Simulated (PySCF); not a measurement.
An unknown is described by computed data only.

Elements present: C, F, H, O and S. Monoisotopic mass: 147.9994 u.

| Property | Result |
| --- | --- |
| UV, strongest line | among the 8 lowest singlet transitions: S4 at 5.88 eV (211 nm, f = 0.051) [TDDFT PBE0/def2-SVPD] |
| 13C NMR | chemical shifts (computed TMS as zero) by class: 174.1 (1 C), 151.4 (1 C), 80.6 (1 C), 38.7 (1 C), 27.6 (1 C) ppm [GIAO PBE0/pcSseg-1] |
| NMR, other nuclei | isotropic shieldings of nuclei other than C and H, by class: -100 (1 O), 125 (1 O), 327 (1 F), 477 (1 S) ppm [GIAO PBE0/pcSseg-1] |
| Rotational structure | rotational constants A, B, C: 2.593, 0.785, 0.697 GHz [GFN2-xTB] |
| Polarisability | 86.3 au [PBE0/def2-SVPD] |
| Triplet | lowest triplet excitation (Tamm–Dancoff): 3.72 eV [TDA PBE0/def2-SVPD] |
| 1H NMR | chemical shifts (computed TMS as zero) by class: 6.11 (1 H), 3.34 (2 H), 2.48 (2 H) ppm [GIAO PBE0/pcSseg-1] |
| UV, first state | lowest singlet excitation: 4.26 eV (291 nm, f = 0.024) [TDDFT PBE0/def2-SVPD] |

Gas-phase values; electronic properties from PySCF, density fitting. Levels stand in brackets. The structure is a single GFN2-xTB conformer in the gas phase; no vibrational or solvent corrections. NMR classes are plain means over equivalent atoms (diastereotopic ones count apart unless rotation or inversion swaps them), as if these changed places fast.

Question: Which formula fits the mass and the elements?

Answer: C5H5FO2S (calculated 147.9994). No other formula that holds each of these elements comes within 0.0003 u with a fitting electron parity and a possible valence count.

Question: Propose a structure and show how it fits.

Answer: Numbering: `[O:1]=[C:2]([OH:3])[CH2:4][S:5][C:6]1=[C:7]([F:8])[CH2:9]1`. Its formula, C5H5FO2S, gives 3 degrees of unsaturation: 1 ring and 2 π bonds in the structure found. 5 carbons fall into 5 classes; from least to most shielded: carboxylic acid carbon [C2] (174.1 ppm), vinylic C–F carbon [C7] (151.4 ppm), fully substituted alkene carbon [C6] (80.6 ppm), chain sp3 carbon bound to sulfur [C4] (38.7 ppm), allylic carbon [C9] (27.6 ppm). Hydrogen classes from least to most shielded: 1 H on an acid hydroxyl oxygen, O3 (6.11 ppm), 2 H on an sp3 carbon bound to sulfur, C4 (3.34 ppm), 2 H on an allylic carbon, C9 (2.48 ppm, a mean of values up to 0.8 ppm apart in this geometry). The other shieldings belong to: -100 ppm, acid carbonyl oxygen [O1]; 125 ppm, acid hydroxyl oxygen [O3]; 327 ppm, vinyl fluorine [F8]; 477 ppm, sulfide sulfur [S5]. S1 is mainly HOMO→LUMO (weight 0.97); the largest Löwdin shares of the orbital it empties are 0.32 on the sulfide sulfur, 0.20 on the vinylic C–F carbon, 0.18 on the fully substituted alkene carbon and 0.08 on the allylic carbon, of the orbital it fills 0.24 on the carboxylic acid carbon, 0.24 on the sulfide sulfur, 0.17 on the acid carbonyl oxygen and 0.12 on the sp3 carbon bound to sulfur. The optimised geometry has point group C1 and is an asymmetric top. Structure: `O=C(O)CSC1=C(F)C1`. The assignments are read from this structure; whether some other isomer fits the data as well wasn't checked.

Shape of the structure used: `[O:1]=[C:2]([OH:3])[CH2:4][S:5][C:6]1=[C:7]([F:8])[CH2:9]1`: O1–C2–C4–S5 -87°, C2–C4–S5–C6 74°, C4–S5–C6–C7 -162°, H–O3–C2–O1 2°.
